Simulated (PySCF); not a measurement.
Al(H)(I)(OMe) (CH4AlIO), SMILES C[O][AlH][I]. The structure is a stationary point at PBE0-D3(BJ)/def2-SVP. The structure was generated by enumeration; whether it is a known compound was not checked. The def2 effective core potentials stand for the cores of I; spin–orbit coupling is left out. The values are those of a single conformer.

Computed equilibrium geometry at PBE0-D3(BJ)/def2-SVP (PySCF confirms it by a frequency run) as bond lengths and angles, and its point group (one conformer of several):
point group Cs.
Atoms: Al1 H2 I3 O4 C5 H6 H7 H8. Bonds (Å): Al1–H2 1.569, Al1–I3 2.474, Al1–O4 1.686, O4–C5 1.391, C5–H6 1.104, C5–H7 1.104, C5–H8 1.105. Angles (°): H2–Al1–I3 122.3, H2–Al1–O4 119.1, I3–Al1–O4 118.7, Al1–O4–C5 140.6, O4–C5–H6 110.4, O4–C5–H7 110.4, O4–C5–H8 112.6, H6–C5–H7 107.5, H6–C5–H8 107.9, H7–C5–H8 107.9.
